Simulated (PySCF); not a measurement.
A PySCF run on HgH

State: ²Σ⁺ (doublet), unpaired electrons σ ↑.

An equivalent input (the run itself took its basis sets from the Basis Set Exchange, started from a PBE0 density and held the occupation σ 5α 4β, πx 2α 2β, πy 2α 2β, δx 1α 1β, δy 1α 1β):

```python
from pyscf import gto, scf, cc
mol = gto.M(atom='Hg 0 0 0; H 0 0 1.812', basis={'Hg': 'def2-SVP', 'H': 'def2-SVP'}, ecp={'Hg': 'def2-SVP'},
            charge=0, spin=1, verbose=4, symmetry='C2v')
mf = scf.UHF(mol)
mf.irrep_nelec = {'A1': (6, 5), 'A2': (1, 1), 'B1': (2, 2), 'B2': (2, 2)}
mf.conv_tol = 1e-9
mf.max_cycle = 60
mf.diis_space = 10
mf.kernel()
mycc = cc.CCSD(mf, frozen=[[35, 36], [35, 36]])
mycc.run(conv_tol=1e-7, conv_tol_normt=1e-5, max_cycle=80, diis_space=8)
et = mycc.ccsd_t()
```

The SCF ended at -153.04918412 hartree. The coupled-cluster part of the log:

```
******** <class 'pyscf.cc.uccsd.UCCSD'> ********
CC2 = 0
CCSD nocc = (11, 10), nmo = (35, 35)
frozen orbitals [[35, 36], [35, 36]]
max_cycle = 80
direct = 0
conv_tol = 1e-07
conv_tol_normt = 1e-05
diis_space = 8
diis_start_cycle = 0
diis_start_energy_diff = 1e+09
Init t2, MP2 energy = -0.36961124219807
Init E_corr(UCCSD) = -0.369611242199217
cycle = 1  E_corr(UCCSD) = -0.336179716756979  dE = 0.0334315254  norm(t1,t2) = 0.0996507
cycle = 2  E_corr(UCCSD) = -0.349482769482846  dE = -0.0133030527  norm(t1,t2) = 0.0291628
cycle = 3  E_corr(UCCSD) = -0.349123719354272  dE = 0.000359050129  norm(t1,t2) = 0.017596
cycle = 4  E_corr(UCCSD) = -0.351201286547596  dE = -0.00207756719  norm(t1,t2) = 0.00829118
cycle = 5  E_corr(UCCSD) = -0.351181346346975  dE = 1.99402006e-05  norm(t1,t2) = 0.00205101
cycle = 6  E_corr(UCCSD) = -0.351093888096277  dE = 8.74582507e-05  norm(t1,t2) = 0.000893479
cycle = 7  E_corr(UCCSD) = -0.351106594622145  dE = -1.27065259e-05  norm(t1,t2) = 0.000372051
cycle = 8  E_corr(UCCSD) = -0.351108684025222  dE = -2.08940308e-06  norm(t1,t2) = 0.000105189
cycle = 9  E_corr(UCCSD) = -0.351104775868365  dE = 3.90815686e-06  norm(t1,t2) = 3.56228e-05
cycle = 10  E_corr(UCCSD) = -0.351104652826523  dE = 1.23041842e-07  norm(t1,t2) = 9.90666e-06
cycle = 11  E_corr(UCCSD) = -0.351104659239459  dE = -6.4129359e-09  norm(t1,t2) = 4.64765e-06
UCCSD converged
E(UCCSD) = -153.4002887788716  E_corr = -0.3511046592394586
UCCSD(T) correction = -0.00720449716051658
```

T1 diagnostic 0.020, D1 0.088, 21 electrons correlated, 2 of the virtual orbitals (those above 20 hartree) left out.

Repeating this along the bond gives Re = 1.788 Å and ωe = 1169 cm⁻¹.

A point of this curve took 3.9 CPU seconds beside 0.042 for the integrals, on Arm Neoverse V1 (shared host).

Correlated steps freeze no core orbitals. Spin–orbit coupling is left out. The state is the lowest determinant that a PBE0 search found; another state may lie lower at other levels.
